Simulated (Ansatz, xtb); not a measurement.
## Isomers of C4H10OSi in order of energy

4 gas-phase structures of C4H10OSi, from a drawn sample of its isomers (lower ones may exist). Each was relaxed with GFN2-xTB; where two conformers were screened, the lower at r2SCAN-D4/def2-SVP is listed:

A. `CC(C)([SiH3])C=O`, a singlet
B. `C[C@@H](C=O)C[SiH3]`, a singlet
C. `C[C@@H]([SiH3])CC=O`, a singlet
D. `CC[C@@H]([SiH3])C=O`, a singlet

Task: Which do you expect lowest at r2SCAN-D4/def2-SVP, and how would the others follow?

Result: Calculated order at r2SCAN-D4/def2-SVP: A (0.000), D (0.052), B (0.052), C (0.130) eV. Less than 1 kcal/mol parts D and B, so the order within that pair means little.

Energies above the lowest of each column, in eV; the last columns are at PBE-D3(BJ)/def2-SVP geometries:

| structure | GFN2-xTB | HF/STO-3G | r2SCAN-D4/def2-SVP | PBE-D3(BJ)/def2-SVP | CCSD(T)/def2-SVP + ΔMP2/def2-TZVPP |
| --- | --- | --- | --- | --- | --- |
| A | 0.000 | 0.091 | 0.000 | 0.000 | 0.000 |
| D | 0.003 | 0.012 | 0.052 | 0.047 | 0.045 |
| B | 0.159 | 0.000 | 0.052 | 0.052 | 0.065 |
| C | 0.198 | 0.053 | 0.130 | 0.113 | 0.136 |

CCSD(T)/def2-SVP + ΔMP2/def2-TZVPP puts A lowest; HF/STO-3G picks B. Flexible structures stand in one conformer each, not always the lowest. ΔMP2 is the change of the MP2 energy from the smaller to the larger basis.

Over these structures GFN2-xTB departs from r2SCAN-D4/def2-SVP by 0.056 eV on average once a common shift is removed. A GFN2-xTB relaxation took about 0.17 s and the r2SCAN-D4/def2-SVP energy about 3.2 s on a shared host (Ansatz 0.2.0, xtb 6.7.1).
